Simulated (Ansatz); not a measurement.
`[CH3][GeH]([Cl])[C]#N` → `C#N` + `[CH3][Ge][Cl]` at 400 K and 1 bar (germylene formation by 1,1-elimination).

Isolated molecules relaxed with PBE0-D4/def2-TZVP in Ansatz; ΔE leaves out vibrations. CCSD(T)/CBS adds triple-zeta CCSD(T) − MP2 to the extrapolated MP2 energy (def2 sets, frozen cores). This one scheme is used for every species. For Ge outer-core shells are correlated without core-valence functions, which leaves a few kJ/mol of doubt a bond. Scalar relativity is left out up to krypton.

```tsv
species	CCSD(T)/CBS energy (Eh)	H − E (kJ/mol)	S (J/(mol·K))
`[CH3][GeH]([Cl])[C]#N`	-2669.14278	176.6	394.3
`C#N`	-93.32098	56.1	211.9
`[CH3][Ge][Cl]`	-2575.77362	118.3	331.9
```

H − E and S are ideal-gas, rigid-rotor, harmonic terms from PBE0-D4/def2-TZVP, for one conformer and one mirror image of each species. 1 Eh = 2625.50 kJ/mol, R = 8.31446 J/(mol·K).

Question: By hand: ΔE, ΔH, ΔS and ΔG.

Answer: ΔE = (-93.32098) + (-2575.77362) − (-2669.14278) = 0.04818 Eh = 126.5 kJ/mol. Δ(H − E) = 56.1 + 118.3 − 176.6 = -2.2, so ΔH = 124.3 kJ/mol. ΔS = 211.9 + 331.9 − 394.3 = 149.5 J/(mol·K). ΔG = 124.3 − 400 × (149.5)/1000 = 64.5 kJ/mol.

Question: By hand: the equilibrium constant, and the temperature at which ΔG would vanish if ΔH and ΔS stayed fixed.

Answer: log₁₀ K = −ΔG/(RT ln 10) = -8.4. ΔG = 0 at ΔH/ΔS = 831 K.

The number of gas molecules changes by +1, which sets the sign of ΔS. A doubt of 5 kJ/mol in ΔE shifts log₁₀ K by 0.7 here. Other conformers and mirror images would add mixing entropy, several J/(mol·K) or more a flexible species. These are equilibria of isolated gas molecules and say nothing of rates. Largest T1 diagnostic: 0.014 (customary marks: 0.02 for closed shells, 0.045 for open ones).
